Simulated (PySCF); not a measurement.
C12H6F4, SMILES Fc1cccc(F)c1-c1c(F)cccc1F (GFN2-xTB optimised geometry):

```
22

F     -1.836    -0.583     0.000
C     -1.194     0.598     0.000
C     -1.932     1.767    -0.001
C     -1.269     2.981    -0.001
C      0.115     3.025    -0.001
C      0.824     1.839     0.000
F      2.168     1.879     0.000
C      0.197     0.598     0.000
C      0.973    -0.662    -0.003
C      1.359    -1.276    -1.190
F      1.010    -0.699    -2.354
C      2.085    -2.452    -1.211
C      2.442    -3.043    -0.012
C      2.078    -2.465     1.191
C      1.352    -1.289     1.179
F      0.997    -0.725     2.347
H     -3.009     1.711    -0.001
H     -1.833     3.900    -0.002
H      0.650     3.961    -0.001
H      2.358    -2.886    -2.159
H      3.009    -3.961    -0.016
H      2.346    -2.910     2.136
```

Computed with PySCF with PBE0/def2-SVP.

**Question.** What are the frontier orbital energies and the dipole moment?

**Answer.** HOMO-2 -7.70 eV, HOMO-1 -7.39 eV, HOMO -7.37 eV, LUMO -0.63 eV, LUMO+1 -0.62 eV; dipole moment 0.01 D.

Meta-Löwdin charges at PBE0/def2-SVP: F1 -0.25, C2 0.30, C3 -0.16, C4 -0.08, C5 -0.16, C6 0.30, F7 -0.25, C8 -0.07, C9 -0.07, C10 0.30, F11 -0.25, C12 -0.16, C13 -0.08, C14 -0.16, C15 0.30, F16 -0.25, H17 0.13, H18 0.12, H19 0.13, H20 0.13, H21 0.12, H22 0.13.
